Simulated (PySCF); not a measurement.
Compound: C₆H₄BF₃.
Bonds: F1–B2, B2–F3, B2–C4, C4–C5 (aromatic), C5–C6 (aromatic), C6–C7 (aromatic), C7–F8, C7–C9 (aromatic), C9–C10 (aromatic), C4–C10 (aromatic). Hydrogens: H11 on C5; H12 on C6; H13 on C9; H14 on C10.

Computed with PySCF at wB97X-D/def2-SVPD, non-relativistic, on one gas-phase PBE0-D3(BJ)/def2-SVP geometry that isn't relaxed in the solvent. The solvent is an IEF-PCM continuum (Bondi radii, 1.10 Å for H, scaled by 1.2). The model holds no explicit solvent molecules, cavitation or dispersion.

Gas phase at wB97X-D/def2-SVPD: HOMO -9.53 eV, LUMO 0.17 eV, dipole 1.00 D.

Q: What does the continuum do to the energy, the frontier levels and the dipole at wB97X-D/def2-SVPD in acetone and water?

A: 
```json
{"solvent": "acetone", "ε": "20.49", "E(solvent) − E(gas) (kJ/mol)": "-13.82", "polarisation term (kJ/mol)": "-15.21", "distortion of the solute (kJ/mol)": "1.39", "HOMO (eV)": "-9.39", "LUMO (eV)": "0.31", "dipole (D)": "1.16"}
{"solvent": "water", "ε": "78.36", "E(solvent) − E(gas) (kJ/mol)": "-14.65", "polarisation term (kJ/mol)": "-16.22", "distortion of the solute (kJ/mol)": "1.57", "HOMO (eV)": "-9.38", "LUMO (eV)": "0.31", "dipole (D)": "1.17"}
```

The first energy column is the sum of the next two and covers electrostatics alone. From acetone to water the lowering changes by a factor 1.06, Onsager's factor (ε − 1)/(2ε + 1) by 1.06 and ε itself by 3.8.

Q: Which radius a makes the point-dipole formula ΔE = −[(ε − 1)/(2ε + 1)]·μ²/a³ give the value in water, with the gas-phase dipole?

A: μ = 0.395 au and |ΔE| = 0.00558 Eh give a = 1.27 Å; the farthest nucleus lies 3.31 Å from the centroid of the nuclei, so such a sphere wouldn't even hold the nuclei. The formula assumes a rigid point dipole at the centre of a sphere.

Q: How does the static polarisability (wB97X-D/def2-SVPD, frozen core, with the continuum's full static response) change?

A: 
| medium | isotropic (au) | principal values (au) | ⟨r²⟩ of the electrons (bohr²) |
| --- | --- | --- | --- |
| gas | 81.1 | 49.4, 87.7, 106.2 | 1637.3 |
| acetone | 109.0 | 66.4, 121.4, 139.0 | 1637.6 |
| water | 111.1 | 68.2, 124.0, 141.1 | 1637.6 |

The isotropic value in water is 1.37 times the gas-phase one; no cavity-field correction is applied. ⟨r²⟩ is taken about the centre of nuclear charge.

Cost: about 80 s of CPU time on one thread; the machine was shared, so the figure is rough. This is the whole response run at wB97X-D/def2-SVPD in water, SCF included.

The values belong to the conformer `[F:1][B:2]([F:3])[c:4]1[cH:5][cH:6][c:7]([F:8])[cH:9][cH:10]1`: F1–B2–C4–C5 0°.

Note: wB97X-D ran without an empirical dispersion term, which enters the total energy and its gradient alone.
